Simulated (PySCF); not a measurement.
Series SiXY, Y = amino, computed as singlets and as triplets. Gas-phase values, no solvent. One relaxed conformer stands for each flexible species; it need not be the lowest. Strings in code marks are SMILES.

The HOMO–LUMO gap from two functionals at the same geometries (PBE0-D3(BJ)/def2-TZVP), both in PySCF: PBE-D3(BJ)/def2-TZVP and PBE0-D3(BJ)/def2-TZVP. 

```tsv
species	PBE-D3(BJ)/def2-TZVP (eV)
X = amino, multiplicity 1 (`N[Si]N` (lower singlet))	4.19
X = boryl, multiplicity 1 (`B[Si]N` (lower singlet))	1.85
X = ethynyl, multiplicity 1 (`C#C[Si]N` (lower singlet))	3.01
X = mercapto, multiplicity 1 (`N[Si]S` (lower singlet))	3.58
X = isocyano, multiplicity 1 (`[C-]#[N+][Si]N` (lower singlet))	3.47
X = H, multiplicity 1 (`[SiH]N` (lower singlet))	2.93
```

### Question
What does PBE0-D3(BJ)/def2-TZVP give for each?

### Answer

- X = amino, multiplicity 1 (`N[Si]N` (lower singlet)): 6.08
- X = boryl, multiplicity 1 (`B[Si]N` (lower singlet)): 3.71
- X = ethynyl, multiplicity 1 (`C#C[Si]N` (lower singlet)): 4.89
- X = mercapto, multiplicity 1 (`N[Si]S` (lower singlet)): 5.40
- X = isocyano, multiplicity 1 (`[C-]#[N+][Si]N` (lower singlet)): 5.45
- X = H, multiplicity 1 (`[SiH]N` (lower singlet)): 4.84
Over these rows, drawn at random from the members with no instability flagged (it was tested for open shells, ions and some series alone), PBE minus PBE0-D3(BJ): mean -1.89 eV, from -1.98 eV to -1.83 eV.
